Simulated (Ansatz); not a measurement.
# Worked example: the step energy

An elementary step of BSiH6ClO2, singlet (BSiH₅O₂ ([OH][B]([OH])[SiH3]) + HCl → BH₂ClO₂ ([OH][B]([OH])[Cl]) + SiH₄; B–Si, H–Cl broken or loosened, B–Cl, Si–H formed or tightened). “Start” and “end” are the PBE0-D4/def2-TZVP structures reached by relaxing down either side of its saddle point, with the molecules still in contact.

Program: Ansatz 0.2.0. Basis: def2-TZVPP and def2-QZVPP. Cores are frozen in the correlated methods.

Energies in eV:

| quantity | end | start |
| --- | --- | --- |
| Hartree–Fock, triple zeta (X = 3) | -25213.73732 | -25212.56190 |
| Hartree–Fock, quadruple zeta (X = 4) | -25214.56396 | -25213.38641 |
| MP2 correlation, X = 3 | -24.74423 | -24.89298 |
| MP2 correlation, X = 4 | -26.79210 | -26.94947 |
| CCSD(T) correlation, X = 3 | -27.06130 | -27.26620 |

Question: Work out the step energy at the basis limit: extrapolate Hartree–Fock as E(X) = E∞ + A exp(−7.88 √X) and the MP2 correlation as E(X) = E∞ + B X^−2.97 (the exponents that Neese and Valeev fitted for def2-TZVPP and QZVPP), then add CCSD(T) − MP2 in triple zeta.

Answer: Each step is linear, so take the differences first (end − start): Hartree–Fock -1.17542 (X = 3) and -1.17755 (X = 4); MP2 correlation 0.14875 and 0.15737; CCSD(T) correlation 0.20490.
Two points give E∞ = E(4) + w [E(4) − E(3)], with w = 1/(exp(7.88 (2 − √3)) − 1) = 0.1377 for Hartree–Fock and w = 1/((4/3)^2.97 − 1) = 0.7407 for the correlation.
Hartree–Fock: -1.17755 + 0.1377 × (-0.00213) = -1.1778 eV.
MP2 correlation: 0.15737 + 0.7407 × 0.00862 = 0.1638 eV.
CCSD(T) − MP2: 0.20490 − 0.14875 = 0.0562 eV.
Sum: -1.1778 + 0.1638 + 0.0562 = -0.9578 eV, or -22.09 kcal/mol. Plain CCSD(T) in triple zeta gives -0.9705 eV, so the larger basis shifts the result by 0.0127 eV.

T1 diagnostic: at most 0.014.

Labels in which every atom is bracketed show which atoms are joined, not bond orders.

For scale, one of the runs: CCSD(T)/def2-TZVPP, 261 basis functions, launched by `ansatz run in.yaml --threads 8 --pin off --events-out ev --progress --plain --max-ram 19148MiB`. Hardware: 8 CPU threads of an Intel Xeon Platinum 8488C, shared host. Wall time 73 s; peak host memory 6.2 GiB.
